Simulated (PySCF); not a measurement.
PySCF input for C₂H₈ClNSi, SMILES [C@H]([SiH2]Cl)(N)C, HF/pcSseg-1. Geometry: B3LYP-D3(BJ)/def2-SVP. The structure was generated by enumeration; whether it is a known compound was not checked. Other conformers were not sampled.

```python
import numpy as np
from pyscf import gto, scf, dft
from pyscf.prop.nmr import rhf as nmr

mol = gto.M(
    atom='''
    C    -2.01104587    1.39755313    0.52290034
    C    -1.19922807    0.17988817    0.07015273
    N    -1.23165350   -0.85653743    1.10065858
    Si    0.60490958    0.67898376   -0.20916382
    Cl    1.68654385   -1.05842030   -0.65024711
    H    -1.63276946    1.78617332    1.48176803
    H    -3.06966221    1.12263348    0.67369617
    H    -1.98750101    2.20714054   -0.22436675
    H    -1.59760093   -0.15124282   -0.91625941
    H    -0.70342043   -1.67714549    0.80325857
    H    -2.19027241   -1.16728176    1.26756743
    H     1.19635043    1.29710943    1.00578918
    H     0.72811441    1.60109991   -1.37188758
    ''',
    basis='pcSseg-1',
    charge=0,
    spin=0,
    max_memory=1600,
    verbose=3,
)
mf = scf.RHF(mol)
mf.conv_tol = 1e-10
mf.max_cycle = 100
mf.kernel()
n = nmr.NMR(mf)
n.verbose = 2
n.max_cycle_cphf = 60
sigma = n.kernel()
print('atom   isotropic/ppm   span/ppm')
for i, s in enumerate(sigma):
    w = np.linalg.eigvalsh((s + s.T) / 2)
    print(f'{mol.atom_symbol(i):2s}{i + 1:3d} {w.mean():14.3f} {w[2] - w[0]:11.3f}')
```

Output:

```
converged SCF energy = -883.252032879454
atom   isotropic/ppm   span/ppm
C   1        173.321      32.156
C   2        159.960      25.174
N   3        236.215      59.910
Si  4        396.153      86.078
Cl  5       1043.658      72.362
H   6         30.498      10.383
H   7         30.266      11.718
H   8         30.729      12.080
H   9         29.631       9.615
H  10         30.458      19.182
H  11         31.163      18.798
H  12         27.299       9.294
H  13         27.296       9.835
```

The run converged.
